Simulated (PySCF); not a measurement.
Be(tBu)(NH2) (C4H11BeN), SMILES C[C](C)(C)[Be][NH2].

Coordinates come from a B3LYP-D3(BJ)/def2-SVP optimisation. The values are those of a single conformer.

Two levels are set side by side: TDDFT-PBE/def2-SVPD (PySCF) and TDDFT-PBE0/def2-SVPD (PySCF). Vertical, same geometry. The lowest singlet is HOMO→LUMO 99 % with PBE and HOMO−1→LUMO 94 % with the other functional; states are paired by order. Differences are taken from unrounded values.

| quantity | TDDFT-PBE0 |
|---|---|
| lowest singlet excitation (eV) | 5.90 |
| lowest triplet excitation (TDA) (eV) | 5.42 |
| first bright state (f over 0.05) (eV) | 5.90 |
| its oscillator strength | 0.06 |

Task: What does TDDFT-PBE give, and how far is it from TDDFT-PBE0? (An estimate is asked for; the answer gives what the named calculation found.)

Result: 
| quantity | TDDFT-PBE | TDDFT-PBE minus TDDFT-PBE0 |
|---|---|---|
| lowest singlet excitation (eV) | 5.07 | -0.84 |
| lowest triplet excitation (TDA) (eV) | 4.88 | -0.54 |
| first bright state (f over 0.05) (eV) | 5.35 | -0.56 |
| its oscillator strength | 0.06 | 0.00 |

Functionals without exact exchange tend to place singlet excitations lower, as here. Differences between two approximate levels are no errors against the true value.

Rough cost on one machine, each run with all the roots and properties that it gave: TDDFT-PBE0 against TDDFT-PBE about 4 times.
